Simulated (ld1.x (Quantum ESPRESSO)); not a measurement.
**oxygen (O): PAW pseudisation with LDA (PZ), scalar-relativistic reference atom.**

| Item | Value |
| --- | --- |
| Element | oxygen (O) |
| Generator | ld1.x (Quantum ESPRESSO) 7.5 |
| Type | PAW |
| Functional | LDA (PZ) |
| Relativity | scalar-relativistic |
| Frozen core | [He] |
| Valence charge | 6 |
| Reference configuration | 2s1 2p5 |
| Partial waves | 2s (bound): rcut 0.95, rcutus 1.05 bohr; 2s channel at 2.8 Ry: rcut 0.95, rcutus 1.05 bohr; 2p (bound): rcut 0.80, rcutus 1.10 bohr; 2p channel at -0.35 Ry: rcut 0.80, rcutus 1.10 bohr |
| Local potential | all-electron potential smoothed inside 0.80 bohr (lloc = -2) |
| Core correction | a·sin(br)/r model core inside 0.70 bohr |
| Augmentation charge | PSQ, radius 0.60 bohr |

All-electron outer shells of the reference configuration (LDA (PZ), scalar-relativistic, ld1.x):

```
shell  level (eV)  outermost node (bohr)  outermost maximum (bohr)
   1s     -511.50                      –                      0.13
   2s      -24.21                   0.28                      0.88
   2p       -9.60                      –                      0.82
```

Estimate the cutoffs (Ry, on a coarse ladder) from which the occupation-weighted sum of valence levels, in a spherical-Bessel basis at the reference potential, stays within 10 and 1 mRy of its value at 400 Ry.

60 Ry and 100 Ry.

Does the potential have ghost states?

No extra level below or beside the all-electron valence levels (s, p, d, f tested).

Is the overlap operator S = 1 + Σ q|β⟩⟨β| positive definite (Bessel basis up to 400 Ry)?

Yes: its lowest eigenvalue is 0.55 (s channel).

Which valence shell sets the plane-wave cutoff?

2p: its level needs 60 Ry to come within 1 mRy, against 35 Ry for 2s.

Tests: 2s2 2p4; 2s2 2p3; 2s2 2p2; 2s2 2p1; 2s2 2p3.5; 2s2 2p4.3; 2s0 2p6. Which has the largest error in its energy relative to the reference configuration, and how large is it?

2s2 2p1, with -8.9 meV (all-electron minus pseudo) on +89.67 eV.
